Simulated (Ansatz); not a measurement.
Geometry optimisation, RKS B3LYP-D4/def2-SVP (Ansatz).

Input:

```yaml
crystal:
  periodic: [false, false, false]
  atoms:
    - { symbol: Al, position_ang: [0.0, 0.0, 0.0] }
    - { symbol: H, position_ang: [0.0, 0.0, 1.91] }
    - { symbol: H, position_ang: [1.351, 0.0, -0.78] }
    - { symbol: H, position_ang: [-1.351, 0.0, -0.78] }
    - { symbol: Br, position_ang: [0.1133, -2.5693, 0.8545] }
    - { symbol: H, position_ang: [0.0424, -0.9624, 2.0002] }
basis:
  gaussian: { orbitals: def2-SVP }
hamiltonian:
  xc: b3lyp
  dispersion: d4
relax:
  f_tol: 0.15
  max_steps: 25
  restrain:
    - { distance: [0, 4], at: 3.61, k: 30.0 }
    - { distance: [5, 1], at: 1.86, k: 30.0 }
    - { distance: [0, 1], at: 1.56, k: 30.0 }
    - { distance: [5, 4], at: 1.55, k: 30.0 }
```

Command:

```bash
$ ansatz run input.yaml --threads 1 --pin off --max-ram 2048MiB --backend cpu --events-out ev --progress --plain --runs-dir out
```

**Question.** Where does it end, and by what steps?

**Answer.** It converged. The restraints hold the end off the free minimum. After 5 steps the energy has fallen by 0.273 eV (the restraints' own energy left out); Br5 moved furthest, 0.75 Å. Parted: Al1–Br5 (2.71 → 3.60 Å). Joined: Br5–H6 (1.97 → 1.51 Å).

```csv
step,energy less start (eV),largest force component (eV/Å),accepted
0,0.0000,2.454,yes
1,0.3504,1.671,yes
2,0.1829,2.082,yes
3,-0.0152,1.578,yes
4,-0.2374,1.427,yes
5,-0.2734,1.296,yes
```

```xyz
6
Properties=species:S:1:pos:R:3
Al -0.006 0.251 -0.052
H 0.001 0.244 1.520
H 1.375 0.312 -0.813
H -1.394 0.260 -0.803
Br 0.112 -3.021 1.458
H 0.068 -1.578 1.896
```

Time of the run: 13 s on 1 thread of Arm Neoverse V2, with other jobs on the host, peak memory 0.13 GiB.
